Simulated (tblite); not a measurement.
Species: C7H13NSi.
Atom-mapped SMILES: `[CH:1]#[C:2][C@:3]([CH3:4])([NH:5][SiH3:6])[C:7](=[CH2:8])[CH3:9]` (hydrogens: H10 on C1; H11, H12, H13 on C4; H14 on N5; H15, H16, H17 on Si6; H18, H19 on C8; H20, H21, H22 on C9)

Structure used (GFN2-xTB), in Å, numbered top down from 1:
```xyz
22
C7H13NSi angstrom
C     -1.7728   -1.9849   -1.3484
C     -1.0582   -1.3325   -0.6433
C     -0.3143   -0.4829    0.2863
C     -0.1656   -1.2589    1.6072
N     -1.0637    0.7452    0.5370
Si    -1.2325    2.0113   -0.6188
C      1.0503   -0.1094   -0.2672
C      1.4288   -0.4326   -1.4929
C      1.9325    0.6624    0.6655
H     -2.3624   -2.5716   -1.9889
H      0.4916   -2.1140    1.4662
H      0.2425   -0.6110    2.3781
H     -1.1392   -1.6215    1.9338
H     -1.8741    0.5497    1.1078
H      0.0894    2.5961   -0.8436
H     -2.1314    2.9468    0.0575
H     -1.7940    1.6093   -1.9148
H      0.7968   -0.9935   -2.1592
H      2.3968   -0.1499   -1.8723
H      2.7157    1.1732    0.1112
H      2.4056   -0.0084    1.3827
H      1.3478    1.3966    1.2147
```

Computed values, GFN2-xTB/tblite, gas phase, harmonic and unscaled. The method is semi-empirical: single wavenumbers can be off by several per cent or more. Modes of hydrogen on silicon can be 10 to 20 % off. One conformer, not necessarily the lowest.

Harmonic wavenumbers (cm⁻¹): 40.6, 85.8, 101.9, 139.7, 148.4, 172.0, 183.9, 226.6, 267.7, 278.9, 326.2, 392.1, 417.3, 452.5, 493.6, 519.2, 548.9, 581.4, 608.7, 660.2, 672.0, 697.2, 731.8, 763.1, 807.4, 827.9, 864.4, 900.7, 920.4, 956.9, 1014.2, 1024.3, 1043.3, 1093.7, 1141.3, 1176.4, 1258.0, 1337.8, 1391.8, 1392.3, 1415.5, 1474.9, 1482.0, 1492.0, 1499.7, 1722.8, 2202.7, 2256.8, 2260.2, 2274.6, 2998.9, 3019.8, 3036.6, 3037.1, 3042.7, 3047.5, 3102.5, 3133.9, 3384.3, 3426.7.

A = 1411, B = 1317, C = 1032 MHz; mass 139.082 u (most abundant isotopes); point group C1, symmetry number 1.

Problem. What is the zero-point energy?

Solution. ½Σν̃ = 37986 cm⁻¹ = 454.41 kJ/mol.

Problem. Give the ideal-gas entropy at 273.15 K and 1 bar in the rigid-rotor, harmonic-oscillator model (classical rotation).

Solution. Translation 168.58, rotation 122.36, vibration 142.25: S = 433.2 J/(mol K).

Problem. And Cp and H(273.15 K) − H(0)?

Solution. Cp = 189.18 J/(mol K), of which vibrations give 155.92 (their classical limit is 60 R = 498.9); H(273.15 K) − H(0) = 30.33 kJ/mol without the zero-point energy, 21.25 from vibrations.

Problem. What must be added to the electronic energy to get the Gibbs energy at 273.15 K and 1 bar?

Solution. ZPE + [H(273.15 K) − H(0)] − T·S = 454.41 + 30.33 − 118.33 = 366.41 kJ/mol.

Problem. How do the functions run with temperature in this model?

Solution. 
| T (K) | S (J/(mol K)) | Cp (J/(mol K)) | H − H(0) (kJ/mol) | G − H(0) (kJ/mol) | ln q(vib) |
| --- | --- | --- | --- | --- | --- |
| 100 | 299.6 | 91.4 | 5.91 | -24.05 | 1.95 |
| 200 | 380.7 | 149.0 | 17.95 | -58.20 | 5.25 |
| 300 | 451.6 | 203.1 | 35.60 | -99.87 | 8.67 |
| 500 | 576.6 | 288.2 | 85.28 | -203.03 | 15.43 |
| 800 | 731.0 | 368.0 | 184.74 | -400.03 | 24.85 |
| 1000 | 817.1 | 403.3 | 262.05 | -555.03 | 30.57 |

q(vib) and H(0) count from the zero-point level.

Problem. Which modes carry the vibrational entropy at 273.15 K?

Solution. 40.6 cm⁻¹: 21.16; 85.8 cm⁻¹: 14.99; 101.9 cm⁻¹: 13.59; 139.7 cm⁻¹: 11.05; 148.4 cm⁻¹: 10.57; 172.0 cm⁻¹: 9.41 J/(mol K); the other 54 give 61.48 together.

Problem. Blend soft modes into free rotors: weight 1/[1 + (100 cm⁻¹/ν̃)⁴] for the oscillator and the rest for a rotor with moment μB/(μ + B), μ = h/(8π²ν), B = 10⁻⁴⁴ kg m². What vibrational entropy results?

Solution. 133.63 J/(mol K) in place of 142.25, which changes −T·S at 273.15 K by +2.35 kJ/mol.

Hindered rotation and anharmonicity are outside this model. Other conformers, if any are populated, would add a mixing term that is left out. The structure is chiral; the term R ln 2 for an equal mix with its mirror image is left out.

Time: 4.4 s wall, 3.1 s CPU. Hardware: an Intel Xeon at 2.50 GHz with one thread, shared host. The figure is for the frequency step alone.
